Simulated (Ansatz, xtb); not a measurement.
**C7H6FS+: which of two isomers lies lower**

Structure X is `C=Cc1cc[s+]cc1F`, a singlet and structure Y is `F/C=C/c1cccc[s+]1`, a singlet. Both are isolated ions in the gas phase, relaxed with B3LYP/def2-SVP, each in the lowest conformer that the search found.

Quicker runs give these differences E(Y) − E(X): GFN2-xTB −3.70 kcal/mol; HF/STO-3G −5.19 kcal/mol (at GFN2-xTB geometries); r2SCAN-D4/def2-SVP −2.57 kcal/mol (at GFN2-xTB geometries).

Estimate E(Y) − E(X) at the level CCSD(T)/def2-SVP + ΔMP2/def2-TZVPP.

Too close to call at this level: CCSD(T)/def2-SVP + ΔMP2/def2-TZVPP gives E(Y) − E(X) = −0.81 kcal/mol.

The same difference at several levels:

```tsv
level	geometry	E(Y) − E(X) (kcal/mol)	departure from the last row (kcal/mol)	job, with rough time for the two
GFN2-xTB	GFN2-xTB	−3.70	−2.89	optimisation, 0.15 s
HF/STO-3G	GFN2-xTB	−5.19	−4.39	single point, 0.52 s
r2SCAN-D4/def2-SVP	GFN2-xTB	−2.57	−1.76	single point, 5.3 s
B3LYP/def2-SVP	B3LYP/def2-SVP	−2.32	−1.52	optimisation, 33 s
HF/def2-SVP	B3LYP/def2-SVP	−3.25	−2.45	part of the CCSD(T) run
MP2/def2-SVP	B3LYP/def2-SVP	−2.38	−1.58	part of the CCSD(T) run
CCSD(T)/def2-SVP	B3LYP/def2-SVP	−1.56	−0.75	single point
CCSD(T)/def2-SVP + ΔMP2/def2-TZVPP	B3LYP/def2-SVP	−0.81		single point, 2.6 min
```

As drawn, both hold the same kinds of bond in the same numbers.

The largest departure from CCSD(T)/def2-SVP + ΔMP2/def2-TZVPP is that of HF/STO-3G, 4.39 kcal/mol. A small imaginary or near-zero mode remains, so no thermal terms are given. The last row adds to CCSD(T) the change of the MP2 difference between the two basis sets, here +0.75 kcal/mol.

The correlated steps freeze 13 core orbitals. Programs: Ansatz 0.2.0, xtb 6.7.1; the last row on 4 threads of Arm Neoverse V1 on a shared host.
